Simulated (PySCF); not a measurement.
A structure optimised at r2SCAN-D4/def2-SVP, used in a PySCF frequency run:

```xyz
13

C      2.6008    -0.5665    -0.4313
Si     1.1440     0.1784     0.4703
O      0.5092     1.5345    -0.3316
C     -0.8894     1.3024    -0.5859
Ge    -1.0801    -0.5811     0.1114
H      2.9664    -1.4625     0.0966
H      2.3354    -0.8508    -1.4610
H      3.4306     0.1586    -0.4769
H      1.5554     0.5016     1.8738
H     -1.1016     1.4103    -1.6637
H     -1.5085     2.0344    -0.0378
H     -1.3776    -1.6277    -0.9779
H     -2.0942    -0.7588     1.2543
```
Charge 0, spin multiplicity 1.

Question: Write its SMILES and formula.

Answer: C[Si@H]1O[CH2][GeH2]1, C2H8GeOSi

Question: What are its rotational constants (standard atomic weights)?

Answer: 4.1509, 1.7977, 1.4156 GHz
